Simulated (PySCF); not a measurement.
Run record: geometry optimisation, `C=CC[As](C)C(C)C`.

Method: PBE0-D3(BJ)/def2-SVP geometry optimisation, gas phase (PySCF 2.14.0). Start geometry: GFN2-xTB. The input is one job of a driver script: a line of settings, then coordinates in Å.

Input:
```
{"job": {"xc": "PBE0", "basis": "def2-SVP", "d3": "d3bj", "grid": 1, "kind": "geom"}, "charge": 0, "multiplicity": 1}
C      2.874872     0.508043     0.709742
C      1.891553     0.891667    -0.089151
C      1.446997     0.148668    -1.286697
As    -0.178999    -0.997443    -0.975895
C      0.556926    -2.025172     0.535918
C     -1.283451     0.284776     0.104857
C     -1.704000     1.472700    -0.752061
C     -2.515314    -0.428910     0.651929
H      3.457000    -0.376465     0.504492
H      3.154730     1.070736     1.584904
H      1.342717     1.797141     0.141437
H      1.209813     0.833573    -2.105129
H      2.228045    -0.535469    -1.628884
H      0.938248    -1.357252     1.307195
H     -0.205382    -2.671390     0.967571
H      1.372053    -2.658816     0.187245
H     -0.680840     0.640461     0.948305
H     -0.834820     2.012486    -1.127480
H     -2.315648     2.169377    -0.178004
H     -2.287099     1.129653    -1.607753
H     -3.114697    -0.831102    -0.166168
H     -2.228663    -1.253313     1.304647
H     -3.138275     0.257007     1.226879
```

Question: What does the run print?

Answer: 
```
step   0  E = -2510.56265042  max force = 0.011957
step   1  E = -2510.56512439  max force = 0.002350
step   2  E = -2510.56515561  max force = 0.000536
step   3  E = -2510.56515338  max force = 0.001110
step   4  E = -2510.56516052  max force = 0.000433
optimisation converged
```

Energies in Eh; «max force» is the largest Cartesian gradient component in Eh/bohr.

Question: How much energy does the optimisation release, in kJ/mol?

Answer: E(step 0) − E(last step) = 0.002510 Eh, which is 6.6 kJ/mol.

In short: final energy -2510.56516 Eh after 4 steps; dipole 0.81 D.

Question: Where do the atoms end?

Answer: 0.048 Å rms from the input after alignment:
```
atom  x, y, z in Å
C1     2.9111    0.6991    0.5631
C2     1.9102    1.0472   -0.2530
C3     1.4522    0.2818   -1.4384
As4   -0.1763   -0.8435   -1.1467
C5     0.5239   -1.9041    0.3474
C6    -1.2656    0.4371   -0.0810
C7    -1.6467    1.6384   -0.9348
C8    -2.4944   -0.2752    0.4685
H9     3.5088   -0.1993    0.3778
H10    3.1735    1.3031    1.4355
H11    1.3496    1.9616   -0.0224
H12    1.2070    0.9468   -2.2810
H13    2.2222   -0.4226   -1.7905
H14    0.9401   -1.2629    1.1389
H15   -0.2812   -2.5284    0.7602
H16    1.3137   -2.5721   -0.0267
H17   -0.6362    0.7692    0.7616
H18   -0.7661    2.1911   -1.2974
H19   -2.2654    2.3473   -0.3595
H20   -2.2327    1.3318   -1.8170
H21   -3.1226   -0.6755   -0.3444
H22   -2.2279   -1.1136    1.1297
H23   -3.1178    0.4202    1.0551
```

Question: How long does this job take on an Arm Neoverse V2 with one thread, no GPU, shared host?

Answer: About 1.8 min.
Labels such as C1 count atoms from 1, the log's own numbers from 0.
